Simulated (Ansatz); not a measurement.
Program: Ansatz. Geometries: PBE0-D4/def2-TZVP. ΔE: electronic, gas phase. CCSD(T)/CBS is the MP2 limit (def2-TZVPP, def2-QZVPP) plus CCSD(T) − MP2 in def2-TZVPP, frozen cores. DFT in def2-TZVPP. B3LYP here is the variant with VWN-RPA as its local correlation; programs differ in this. For Ga outer-core shells are correlated without core-valence functions, which leaves a few kJ/mol of doubt a bond. Scalar relativity is left out up to krypton. One conformer a species, not always the lowest.

`[OH][Ga]([SH])[O][SiH3]` + `BN[SiH3]` → `BN([SiH3])[SiH3]` + `[OH][Ga]([OH])[SH]`  (ligand exchange at the Si–O bond)

```
             level  ΔE (kJ/mol)  difference from CCSD(T)/CBS
            PBE-D4         54.3                         -5.0
           PBE0-D4         57.4                         -1.9
          B3LYP-D4         63.2                          3.9
           ωB97X-V         61.3                          2.0
           ωB97M-V         60.2                          0.9
               PBE         57.1                         -2.2
            r2SCAN         61.9                          2.6
              PBE0         59.7                          0.4
             B3LYP         67.8                          8.5
    MP2/def2-TZVPP         59.2                         -0.1
   CCSD/def2-TZVPP         63.3                          4.0
CCSD(T)/def2-TZVPP         60.9                          1.6
     HF/def2-QZVPP         78.2                         18.9
    MP2/def2-QZVPP         58.4                         -0.9
     MP2/CBS(def2)         57.6                         -1.7
    CCSD/CBS(def2)         61.7                          2.4
       CCSD(T)/CBS         59.3                            0
```

Largest T1 diagnostic among the species: 0.014.

In def2-TZVPP, CCSD(T) changes the Hartree–Fock value by −17.0 kJ/mol (the triples alone add −2.4 kJ/mol) and MP2 by −18.6 kJ/mol. The D4 term adds −4.6 kJ/mol with B3LYP and −2.3 kJ/mol with PBE0; it sums over pairs of atoms, weighted by their polarisabilities, and B3LYP, whose exchange is more repulsive, gets the larger term.
